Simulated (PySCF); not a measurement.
Species: cyclo-(H2SnO)4.
Bonds: Sn1–O4, Sn1–O16, O4–Sn5, Sn5–O8, O8–Sn9, Sn9–O12, O12–Sn13, Sn13–O16. Hydrogens: H2, H3 on Sn1; H6, H7 on Sn5; H10, H11 on Sn9; H14, H15 on Sn13.

Level of theory: TDDFT PBE0/def2-SVPD, vertical, gas phase, core orbitals frozen in the response, def2 core potentials past Kr (PySCF 2.14.0, density-fitted response routines). Geometry: PBE0-D3(BJ)/def2-SVP, one conformer, isolated molecule. Spin–orbit coupling is left out.

List the vertical singlet excitations with oscillator strengths and describe the spectrum.

```
state  λ (nm)  E (eV)       f                  main configurations (H = HOMO, L = LUMO)
   S1   210.2    5.90   0.056         H-1/H→L (≥27%), H-3→L (15%), H-1/H→L+1/L+2 (≥14%)
   S2   210.0    5.90   0.098                                            H-1/H→L (≥51%)
   S3   209.9    5.91   0.066          H-1/H→L (≥26%), H-3→L (14%), H-1/H→L+1/L+2 (≥9%)
   S4   207.8    5.97  0.0009                         H-4→L (32%), H-1/H→L+1/L+2 (≥32%)
   S5   202.7    6.12  0.0001                                      H-1/H→L+1/L+2 (≥70%)
   S6   201.7    6.15   0.034                         H-2→L (49%), H-1/H→L+1/L+2 (≥39%)
   S7   201.3    6.16   0.014  H-3→L+1/L+2 (≥27%), H-2→L+1/L+2 (≥24%), H-1/H→L+3 (≥13%)
   S8   201.3    6.16   0.014  H-3→L+1/L+2 (≥27%), H-2→L+1/L+2 (≥24%), H-1/H→L+3 (≥14%)
   S9   198.4    6.25   0.025                         H-1/H→L+1/L+2 (≥51%), H-2→L (29%)
```

Triplets, Tamm–Dancoff:

| state | E (eV) | λ (nm) | main configurations (H = HOMO, L = LUMO) |
| --- | --- | --- | --- |
| T1 | 5.31 | 233.4 | H-1/H→L (≥58%), H-2→L+1/L+2 (≥11%), H-4→L+1/L+2 (≥8%) |
| T2 | 5.31 | 233.3 | H-1/H→L (≥59%), H-2→L+1/L+2 (≥11%), H-4→L+1/L+2 (≥8%) |
| T3 | 5.34 | 232.2 | H-3→L (29%), H-2→L (19%), H-1/H→L+1/L+2 (≥18%) |

The lowest singlet level (S1/S2/S3) lies at 5.90 eV (210 nm, ultraviolet) and is strong. The lowest level is also the most intense of those listed (f = 0.220 summed). S1/S2/S3 and S7/S8 lie within about 0.01 eV of each other in each set. Löwdin shares by element: HOMO (one of a set within 0.03 eV) oxygen 71% (atoms not listed hold the other 29%); LUMO tin 24% or more, oxygen 8% or more (atoms not listed hold the other 68%). Of the 9 states listed, 7 reach f = 0.01 and 1 stays under 0.0005. The listed states span 0.35 eV, and the widest gap between neighbours is 0.15 eV (S4 to S5). Weighted by f, the mean energy of these states is 5.98 eV. No computed singlet lies in the visible range (380 to 750 nm); the lowest, at 210 nm, stands 2.64 eV above its violet end (3.26 eV). All these states lie below the vertical ionisation energy of 9.50 eV (ΔSCF). Orbitals of the list HOMO-3 to LUMO+2 that lie within 0.01 eV of each other are written together with a slash and their weights summed (≥ marks a lower bound); for degenerate orbitals outside that list single weights are arbitrary. The window holds the lowest 10 singlets. The highest level found (6.31 eV, f 0.0037 so far) is left out, since the window may have cut off a degenerate partner.

On an AMD EPYC with one thread, shared host with 64 logical CPUs at a one-minute load of 60, this took 17 min of wall time (with the writing of density and orbital grids) and 1.7 GiB of memory at its peak.
